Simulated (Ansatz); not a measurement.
Species: CHS, net charge 0, doublet state. It need not be the lowest isomer of its formula. SMILES: [CH][S]
Structure (B3LYP-D3(BJ)/def2-TZVP (Ansatz, a first-principles code) minimum search):
```xyz
3

C     -0.0347    -0.0198    -1.0508
S     -0.0314    -0.0093     0.5059
H      0.7107     0.2677    -1.7901
```
Charge 0, spin multiplicity 2.

Quantity: vertical ionisation energy (to the singlet state of charge +1; each state is the SCF solution reached for its spin; the UHF <S^2> is 1.00 for the doublet (pure: 0.75); for the singlet the Hartree-Fock reference is unstable and T1 is 0.025; for the doublet T1 is 0.060), in eV. Cores are frozen in the correlated levels unless marked. Open shells are spin-unrestricted. Spin-orbit coupling is left out. Non-relativistic. Basis-set limits of correlation are two-point, X^-3; Hartree-Fock from the larger set.

```
level                                         program  vertical ionisation energy (eV)
--------------------------------------------  -------  -------------------------------
r2SCAN/def2-TZVPD                              Ansatz                             8.67
BHLYP/def2-TZVPD                               Ansatz                              ___
wB97M-V/def2-TZVPD                             Ansatz                             8.49
wB97X-V/def2-TZVPD                             Ansatz                             8.66
B2PLYP/def2-TZVPD                              Ansatz                              ___
SCS-MP2/aug-cc-pV(Q+d)Z                        Ansatz                             7.65
CCSD/aug-cc-pV(Q+d)Z                           Ansatz                              ___
CCSD(T)/CBS(aug-cc-pV(T+d)Z,aug-cc-pV(Q+d)Z)   Ansatz                             8.32
```

### Question
What belongs in the gaps?

### Answer

- BHLYP/def2-TZVPD, vertical ionisation energy (eV): 8.77
- B2PLYP/def2-TZVPD, vertical ionisation energy (eV): 8.37
- CCSD/aug-cc-pV(Q+d)Z, vertical ionisation energy (eV): 8.40
